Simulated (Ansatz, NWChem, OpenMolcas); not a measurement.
## How methods differ on CH5FOSn (SMILES [CH3][SnH]([OH])[F])

CH5FOSn: 9 atoms, total charge 0, spin state singlet. SMILES: `[CH3][SnH]([OH])[F]`. The shape is that of a PBE0-D4/def2-TZVP optimisation. This is one conformer, not always the lowest.

Quantity: the vertical ionisation energy (to the doublet cation), in eV. The values are calculated.

```csv
level,kind,program,value (eV),CPU time (all runs)
BLYP/def2-SVP (core potential),GGA,OpenMolcas,9.82,1.7 min
r2SCAN/def2-SVP (core potential),meta-GGA,OpenMolcas,10.22,2.4 min
B3LYP/def2-SVP (core potential),global hybrid,NWChem,10.41,58 s
wB97X/def2-SVP (core potential),range-separated hybrid,Ansatz,10.81,2.7 min
B2PLYP/def2-SVP (core potential),double hybrid,Ansatz,10.66,61 s
RPA@PBE/def2-SVP (core potential),RPA,Ansatz,10.14,55 s
MP2/def2-SVP (core potential),perturbation theory,NWChem,11.22,2.9 min
BCCD(T)/def2-SVP (core potential),coupled cluster or CI,Ansatz,10.66,9.8 min
```

Spin-orbit coupling is left out. The values span 9.82 to 11.22 eV. In the correlated wave-function rows the outer d shell of Sn is correlated, in sets not made for it. CPU times are rough (shared hosts, several kinds of processor and program).
